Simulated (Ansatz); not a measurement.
Ansatz (a first-principles code) input (HF/6-31G* with LANL2DZ past Ar): The .json file joins the Basis Set Exchange's 6-31G* for atoms up to Ar and LANL2DZ past it.

Ansatz 0.2 input:
```yaml
crystal:
  periodic: [false, false, false]
  atoms:
    - {symbol: Ag, position_ang: [-0.00000000, -0.00000000, -0.65217153]}
    - {symbol: Cl, position_ang: [0.00000000, 0.00000000, 1.80306248]}
basis:
  gaussian:
    orbitals: 6-31Gs+LANL2DZ.json
hamiltonian:
  xc: {name: HF}
total_charge: 1
magnetization: {spin_polarized: true, initial_magnetization: 1}
relax: {f_tol: 0.003, max_steps: 120}
```

Predict the final energy.

-604.11750 Eh.
